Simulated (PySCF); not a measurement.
C₅H₁₄BNO.
SMILES: `CC(C)OBN(C)C`

Torsions of this conformer, `[CH3:1][CH:2]([CH3:3])[O:4][BH:5][N:6]([CH3:7])[CH3:8]`: C1–C2–O4–B5 -96°, C2–O4–B5–N6 176°, O4–B5–N6–C7 179°.

The closed-shell ground state was solved at several levels (PySCF, density fitting, gas phase, non-relativistic). One conformer (not necessarily the lowest) at the PBE0-D3(BJ)/def2-SVP geometry, without solvent, vibrations or thermal averaging.

| level | basis functions | total energy (Eh) | HOMO (eV) | LUMO (eV) | gap (eV) | dipole (D) |
| --- | --- | --- | --- | --- | --- | --- |
| HF/pcSseg-1 | 206 | -351.5130 | -9.69 | 4.44 | 14.13 | 0.35 |
| PBE0/pcSseg-1 | 206 | -353.4014 | -6.54 | 1.30 | 7.84 | 0.18 |

Question: What might wB97X-D/def2-SVPD (275 basis functions) give for the same quantities?

Answer: Total energy -353.5203 Eh, HOMO -8.43 eV, LUMO 2.08 eV, gap 10.51 eV, dipole 0.14 D.

Question: Over all these levels, which gives the widest orbital gap and which the narrowest?

Answer: HF/pcSseg-1 (Hartree–Fock, all exact exchange) has the widest, 14.13 eV, and PBE0/pcSseg-1 (global hybrid, 25 % exact exchange) the narrowest, 7.84 eV. The two share the basis. From the narrowest to the widest the HOMO moves by -3.15 eV and the LUMO by +3.14 eV.

Question: How far do the dipole and the HOMO energy spread over the levels?

Answer: The dipole runs from 0.14 to 0.35 D (mean 0.23 D) and the HOMO from -9.69 to -6.54 eV.

wB97X-D is run here without its empirical dispersion term; that term would change no orbital, density or response property at a fixed geometry.
